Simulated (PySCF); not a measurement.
Acid–base and redox partners of c1cc[nH]c1. Isolated molecules, 0 K electronic values unless said otherwise. Strings in code marks are SMILES.

These are PySCF with CAM-B3LYP-D3(BJ)/def2-TZVP values and carry that method's errors. All candidates: neutral, multiplicity 2. 

```yaml
dipole_moment: 2.60 D
highest_occupied_spin_orbital: -7.54 eV
```

Problem. Name which member has these values.
A) `[c]1ccc[nH]1`
B) `C1=C[N]C=C1`
C) `[c]1cc[nH]c1`

Solution. C, `[c]1cc[nH]c1`. The others give `[c]1ccc[nH]1`: 1.78 D, -7.43 eV; `C1=C[N]C=C1`: 2.09 D, -8.40 eV
